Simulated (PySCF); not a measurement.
Species: C6H5FOS.
InChI=1S/C6H5FOS/c1-2-5-6(7)4(8)3-9-5/h1,5-6H,3H2/t5-,6-/m0/s1

The closed-shell ground state was solved at several levels (PySCF, density fitting, gas phase, non-relativistic). The structure is a single GFN2-xTB conformer in the gas phase; no vibrational or solvent corrections.

| level | basis functions | total energy (Eh) | HOMO (eV) | LUMO (eV) | gap (eV) | dipole (D) |
| --- | --- | --- | --- | --- | --- | --- |
| PBE0/def2-SVPD | 233 | -803.8313 | -7.23 | -1.53 | 5.70 | 2.44 |
| PBE0/pcSseg-1 | 185 | -804.1671 | -7.22 | -1.38 | 5.84 | 2.21 |

Question: What might CAM-B3LYP/def2-SVPD (233 basis functions) give for the same quantities?

Answer: Total energy -804.2484 Eh, HOMO -8.59 eV, LUMO -0.35 eV, gap 8.24 eV, dipole 2.60 D.

Question: Over all these levels, which gives the widest orbital gap and which the narrowest?

Answer: CAM-B3LYP/def2-SVPD (range-separated hybrid) has the widest, 8.24 eV, and PBE0/def2-SVPD (global hybrid, 25 % exact exchange) the narrowest, 5.70 eV. The two share the basis. From the narrowest to the widest the HOMO moves by -1.36 eV and the LUMO by +1.18 eV.

Question: How far do the dipole and the HOMO energy spread over the levels?

Answer: The dipole runs from 2.21 to 2.60 D (mean 2.42 D) and the HOMO from -8.59 to -7.22 eV.
